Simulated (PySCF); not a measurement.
**NaSb⁺: from constants to spectrum**

UHF-CCSD(T) constants of NaSb⁺, ⁴Σ⁻ (quartet), unpaired electrons σ ↑, π ↑↑ (PySCF, scalar-relativistic core potentials, basis sets Na def2-SVPD, Sb def2-SVPD with ECP28; masses 22.9898 and 120.9038 u):

```
ωe              : 95.0 cm⁻¹
ωexe            : 0.985 cm⁻¹
Be              : 0.073863 cm⁻¹
αe              : 0.000912 cm⁻¹
D (centrifugal) : 1.78e-07 cm⁻¹
De to Na⁺ + Sb  : 0.284 eV
```

Give the vibrational terms G(v) and spacings up to v = 6.

G(v) = ωe(v+½) − ωexe(v+½)².

```csv
v,G(v) (cm⁻¹),G(v) − G(v−1),Bv (cm⁻¹)
0,47.3,,0.07341
1,140.3,93.0,0.07250
2,231.3,91.1,0.07158
3,320.4,89.1,0.07067
4,407.6,87.1,0.06976
5,492.7,85.2,0.06885
6,575.9,83.2,0.06793
```

How well does the Morse estimate ωe²/(4ωexe) reproduce De, and what is D0?

It gives 0.284 eV, 100 % of the computed De. D0 = De − G(0) = 0.284 − 0.006 = 0.278 eV.

Correlated steps freeze 5 core orbitals. The bond is weak. Basis-set superposition, not corrected here, can be much of De in a small basis, most of all at correlated wavefunction levels. These are scalar-relativistic numbers at best; spin–orbit coupling would shift them, the dissociation energy most. For an ion De counts to the pair picked by the measured ionisation energies or electron affinities, which need not be the lowest pair at this level. The state is the lowest determinant that a PBE0 search found; another state may lie lower at other levels.
